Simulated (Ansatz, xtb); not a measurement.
Two isomers of C2H9Ge2NO

We compare a, `O=CN[CH2][GeH2][GeH3]`, a singlet, with b, `NC(=O)[CH]([GeH3])[GeH3]`, a singlet. Both are isolated molecules in the gas phase, relaxed with PBE-D3(BJ)/def2-SVP; the shapes shown needn't be the lowest conformers.

a (Å):

```json
{"atom": "C", "x (Å)": "1.0052", "y (Å)": "0.8307", "z (Å)": "-0.9399"}
{"atom": "C", "x (Å)": "-0.8302", "y (Å)": "2.3510", "z (Å)": "-1.6861"}
{"atom": "Ge", "x (Å)": "-2.1352", "y (Å)": "0.8256", "z (Å)": "-1.7614"}
{"atom": "Ge", "x (Å)": "-2.6124", "y (Å)": "-0.1582", "z (Å)": "0.4089"}
{"atom": "N", "x (Å)": "0.5631", "y (Å)": "2.0037", "z (Å)": "-1.4649"}
{"atom": "O", "x (Å)": "0.2956", "y (Å)": "-0.1147", "z (Å)": "-0.6044"}
{"atom": "H", "x (Å)": "2.1269", "y (Å)": "0.8043", "z (Å)": "-0.8481"}
{"atom": "H", "x (Å)": "1.2741", "y (Å)": "2.7094", "z (Å)": "-1.6706"}
{"atom": "H", "x (Å)": "-1.1961", "y (Å)": "3.0491", "z (Å)": "-0.8997"}
{"atom": "H", "x (Å)": "-0.9244", "y (Å)": "2.8802", "z (Å)": "-2.6568"}
{"atom": "H", "x (Å)": "-3.4072", "y (Å)": "1.5427", "z (Å)": "-2.3301"}
{"atom": "H", "x (Å)": "-1.6854", "y (Å)": "-0.2047", "z (Å)": "-2.8302"}
{"atom": "H", "x (Å)": "-4.1404", "y (Å)": "-0.1214", "z (Å)": "0.7132"}
{"atom": "H", "x (Å)": "-1.8964", "y (Å)": "0.6657", "z (Å)": "1.5122"}
{"atom": "H", "x (Å)": "-2.1375", "y (Å)": "-1.6285", "z (Å)": "0.4807"}
```

b (Å):

```xyz
15

C    -0.1362    1.9734   -0.7311
C    -0.8283    0.6293   -0.8895
Ge   -2.1489    0.6971   -2.3763
Ge   -1.7151    0.1690    0.8280
N     0.7881    2.2883   -1.6942
O    -0.3993    2.7398    0.1961
H     1.2522    3.1952   -1.6389
H     0.9844    1.6795   -2.4864
H    -0.1065   -0.1713   -1.1579
H    -3.0004    1.9821   -2.2340
H    -1.3998    0.7221   -3.7399
H    -3.0605   -0.5561   -2.3247
H    -2.9559    1.0645    1.0520
H    -2.1865   -1.3098    0.7086
H    -0.7182    0.2934    2.0039
```

Quicker runs give these differences E(b) − E(a): GFN2-xTB +44.1 kJ/mol; HF/STO-3G +15.0 kJ/mol (at GFN2-xTB geometries); r2SCAN-D4/def2-SVP −0.4 kJ/mol (at GFN2-xTB geometries).

Task: Estimate E(b) − E(a) at the level CCSD(T)/def2-SVP + ΔMP2/def2-TZVPP.

Result: Calculated at CCSD(T)/def2-SVP + ΔMP2/def2-TZVPP: E(b) − E(a) = −13.3 kJ/mol, so structure b lies lower.

The same difference at several levels:

```csv
level,geometry,E(b) − E(a) (kJ/mol),departure from the last row (kJ/mol),"job, with rough time for the two"
GFN2-xTB,GFN2-xTB,+44.1,+57.4,"optimisation, 0.58 s"
HF/STO-3G,GFN2-xTB,+15.0,+28.3,"single point, 0.76 s"
r2SCAN-D4/def2-SVP,GFN2-xTB,−0.4,+13.0,"single point, 5.6 s"
PBE-D3(BJ)/def2-SVP,PBE-D3(BJ)/def2-SVP,+6.5,+19.8,"optimisation, 51 s"
HF/def2-SVP,PBE-D3(BJ)/def2-SVP,−10.4,+2.9,part of the CCSD(T) run
MP2/def2-SVP,PBE-D3(BJ)/def2-SVP,−16.1,−2.8,part of the CCSD(T) run
CCSD(T)/def2-SVP,PBE-D3(BJ)/def2-SVP,−8.9,+4.4,single point
CCSD(T)/def2-SVP + ΔMP2/def2-TZVPP,PBE-D3(BJ)/def2-SVP,−13.3,,"single point, 3.2 min"
```

As drawn, b has 1 C–C, 1 C–Ge, 1 N–H, 1 Ge–H in place of 1 C–N, 1 Ge–Ge, 2 C–H.

GFN2-xTB, HF/STO-3G, PBE-D3(BJ)/def2-SVP put the two in the other order. r2SCAN-D4/def2-SVP finds them nearly level. The largest departure from CCSD(T)/def2-SVP + ΔMP2/def2-TZVPP is that of GFN2-xTB, 57.4 kJ/mol. The last row adds to CCSD(T) the change of the MP2 difference between the two basis sets, here −4.4 kJ/mol.

With thermal terms from frequencies at re-optimised GFN2-xTB minima (ideal gas, soft modes damped towards free rotors, one conformer each, 298.15 K, 1 atm): on the last row, ΔE + ΔZPE = −20.0, ΔH = −19.5, ΔG = −20.0 kJ/mol.

The correlated steps freeze 22 core orbitals; the filled d shell of Ge is correlated, in a basis made for valence electrons. Programs: Ansatz 0.2.0, xtb 6.7.1; the last row on 4 threads of Arm Neoverse V1 on a shared host.
